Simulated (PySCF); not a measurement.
C2H8F2Si2, SMILES FC(F)C[SiH2][SiH3].

Geometry: B3LYP-D3(BJ)/def2-SVP. This is a generated structure with no PubChem entry under its InChIKey; it may be hypothetical. The values are those of a single conformer.

Two levels are set side by side: TDDFT-PBE/def2-SVPD (PySCF) and TDDFT-LC-ωPBE/def2-SVPD (PySCF). Vertical, same geometry. The lowest singlet is HOMO→LUMO 87 % with PBE and HOMO→LUMO 57 %, HOMO→LUMO+2 23 % with the other functional; states are paired by order. Differences are taken from unrounded values.

```json
[
 {"quantity": "lowest singlet excitation (eV)", "TDDFT-LC-ωPBE": "7.51"},
 {"quantity": "lowest triplet excitation (TDA) (eV)", "TDDFT-LC-ωPBE": "6.44"},
 {"quantity": "first bright state (f over 0.05) (eV)", "TDDFT-LC-ωPBE": "8.52"},
 {"quantity": "its oscillator strength", "TDDFT-LC-ωPBE": "0.54"}
]
```

### Question
What does TDDFT-PBE give, and how far is it from TDDFT-LC-ωPBE? (Estimate from the structure and the level; the computed values follow.)

### Answer

| quantity | TDDFT-PBE | TDDFT-PBE minus TDDFT-LC-ωPBE |
|---|---|---|
| lowest singlet excitation (eV) | 6.69 | -0.82 |
| lowest triplet excitation (TDA) (eV) | 5.97 | -0.47 |
| first bright state (f over 0.05) (eV) | 7.19 | -1.33 |
| its oscillator strength | 0.06 | -0.48 |

Functionals without exact exchange tend to place singlet excitations lower, as here. Differences between two approximate levels are no errors against the true value.

Rough cost on one machine, each run with all the roots and properties that it gave: TDDFT-LC-ωPBE against TDDFT-PBE about 9 times.
